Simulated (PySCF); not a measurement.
Structure problem from calculated spectra and properties.

Formula: C3H7O4P.

* UV, strongest line: among the 10 lowest singlet transitions: S2 at 7.77 eV (160 nm, f = 0.030) [TDDFT PBE0/def2-SVPD]
* 1H NMR: chemical shifts (computed TMS as zero) by class: 4.02 (2 H), 3.95 (2 H), 3.87 (3 H) ppm [GIAO PBE0/pcSseg-1]
* NMR, other nuclei: isotropic shieldings of nuclei other than C and H, by class: 192 (1 O), 241 (2 O), 252 (1 O), 296 (1 P) ppm [GIAO PBE0/pcSseg-1]
* 13C NMR: chemical shifts (computed TMS as zero) by class: 66.5 (2 C), 55.0 (1 C) ppm [GIAO PBE0/pcSseg-1]
* XPS: P2p3/2 139.9, C1s 292.7, C1s 293.1 (×2), O1s 537.0, O1s 539.2, O1s 539.2 (×2), P1s 2154.2 eV [ΔSCF SCAN, pcX-2 on the ionised atom, pcseg-1 elsewhere, spin-free X2C, 2p3/2 from a spin–orbit splitting computed afterwards within the 2p shell]
* Rotational structure: rotational constants A, B, C: 3.420, 1.420, 1.347 GHz [PBE0-D3(BJ)/def2-SVP]
* Polarisability: 68.4 au [PBE0/def2-SVPD]

Gas-phase values; electronic properties from PySCF, density fitting. Levels stand in brackets. The structure is a single PBE0-D3(BJ)/def2-SVP conformer in the gas phase; no vibrational or solvent corrections. NMR classes are plain means over equivalent atoms (diastereotopic ones count apart unless rotation or inversion swaps them), as if these changed places fast.

Question: Propose a structure and show how it fits.

Answer: Numbering: `[CH3:1][O:2][P:3]1(=[O:4])[O:5][CH2:6][CH2:7][O:8]1`. 3 carbons fall into 2 classes; from least to most shielded: ring sp3 carbon bound to oxygen [C6/C7] (66.5 ppm, 2 C), methoxy carbon [C1] (55.0 ppm). Hydrogen classes from least to most shielded: 2 H on 2 like atoms (sp3 carbon bound to oxygen), C6/C7 (4.02 ppm), 2 H on 2 like atoms (sp3 carbon bound to oxygen), C6/C7 (3.95 ppm), 3 H on a methoxy carbon, C1 (3.87 ppm, a mean of values up to 0.8 ppm apart in this geometry). The other shieldings belong to: 192 ppm, phosphoryl oxygen [O4]; 241 ppm, oxygen bonded to C and P [O5/O8]; 252 ppm, oxygen bonded to C and P [O2]; 296 ppm, phosphoryl phosphorus [P3]. The core levels belong to: P2p3/2 139.9 eV, phosphoryl phosphorus [P3]; C1s 292.7 eV, methoxy carbon [C1]; C1s 293.1 eV, sp3 carbon bound to oxygen [C6/C7]; O1s 537.0 eV, phosphoryl oxygen [O4]; O1s 539.2 eV, oxygen bonded to C and P [O2]; O1s 539.2 eV, oxygen bonded to C and P [O5/O8]; P1s 2154.2 eV, phosphoryl phosphorus [P3]. One atom of each topological class was ionised and stands for its class. The optimised geometry has point group C1 and is an asymmetric top. Structure: `COP1(=O)OCCO1`. The assignments are read from this structure; whether some other isomer fits the data as well wasn't checked.
